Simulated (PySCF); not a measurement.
Estimate the missing entries of this data sheet.

Compound: C6H9NSi.
SMILES: `C(c1ccccn1)[SiH3]`

Conformer (atom-mapped SMILES and torsion angles): `[SiH3:1][CH2:2][c:3]1[cH:4][cH:5][cH:6][cH:7][n:8]1`: Si1–C2–C3–C4 89°.

```json
{"property": "point group", "level": "PBE0-D3(BJ)/def2-SVP", "value": "C1"}
{"property": "rotational constants A, B, C", "level": "PBE0-D3(BJ)/def2-SVP", "value": "?"}
{"property": "dipole moment", "level": "PBE0/def2-SVPD", "value": "?"}
{"property": "HOMO energy", "level": "PBE0/def2-SVPD", "value": "?"}
{"property": "LUMO energy", "level": "PBE0/def2-SVPD", "value": "-0.85 eV"}
{"property": "lowest singlet excitation", "level": "TDDFT PBE0/def2-SVPD", "value": "4.87 eV (255 nm, f = 0.005)"}
{"property": "strongest line among the 10 lowest singlet transitions", "level": "TDDFT PBE0/def2-SVPD", "value": "S8 at 7.08 eV (175 nm, f = 0.503)"}
{"property": "lowest triplet excitation (Tamm–Dancoff)", "level": "TDA PBE0/def2-SVPD", "value": "4.10 eV"}
{"property": "static isotropic polarisability", "level": "PBE0/def2-SVPD", "value": "104.5 au"}
{"property": "vertical ionisation energy", "level": "ΔSCF PBE0/def2-SVPD", "value": "8.93 eV"}
{"property": "electronic spatial extent ⟨r²⟩ about the centre of nuclear charge", "level": "PBE0/def2-SVPD", "value": "1311 bohr²"}
{"property": "13C chemical shifts (computed TMS as zero) by class", "level": "GIAO PBE0/pcSseg-1", "value": "166.2 (1 C), 155.6 (1 C), 141.6 (1 C), 126.3 (1 C), 124.5 (1 C), 23.7 (1 C) ppm"}
{"property": "1H chemical shifts (computed TMS as zero) by class", "level": "GIAO PBE0/pcSseg-1", "value": "8.62 (1 H), 7.60 (1 H), 7.09 (1 H), 6.95 (1 H), 3.98 (3 H), 2.50 (2 H) ppm"}
{"property": "isotropic shieldings of nuclei other than C and H, by class", "level": "GIAO PBE0/pcSseg-1", "value": "-90 (1 N), 410 (1 Si) ppm"}
```

The electronic properties come from PySCF, for the isolated species, density fitting. Isolated species at its PBE0-D3(BJ)/def2-SVP geometry (one conformer only). NMR classes are plain means over equivalent atoms (diastereotopic ones count apart unless rotation or inversion swaps them), as if these changed places fast; in this geometry the members of some classes differ.

(1) What are the rotational constants A, B, C?

(2) The dipole moment?

(3) Give the HOMO energy.

Answers

(1) 4.025, 1.032, 0.929 GHz.

(2) 1.93 D.

(3) -7.20 eV.

The rotational constants make it an asymmetric top with κ = (2B − A − C)/(A − C) = -0.93, nearer the prolate limit (−1). The vertical singlet–triplet gap S1 − T1 is 0.77 eV (TDDFT singlet less Tamm–Dancoff triplet; S1: HOMO−1→LUMO, weight 0.92; T1: HOMO→LUMO+1, weight 0.74). In atomic units the dipole is 0.76 e·bohr (1 au = 2.5417 D). With B = h/(8π²I), that is 505.379 GHz u Å² over I, the principal moments of inertia are 125.6, 489.7 and 543.9 u Å² (most abundant isotopes). No computed singlet falls in the visible range (750 to 380 nm, 1.65 to 3.26 eV); S1 lies 1.61 eV above its blue end. The polarisability is 15.48 Å³ as a volume (1 au = 0.148185 Å³), or 1.58 au for each of the 66 electrons.
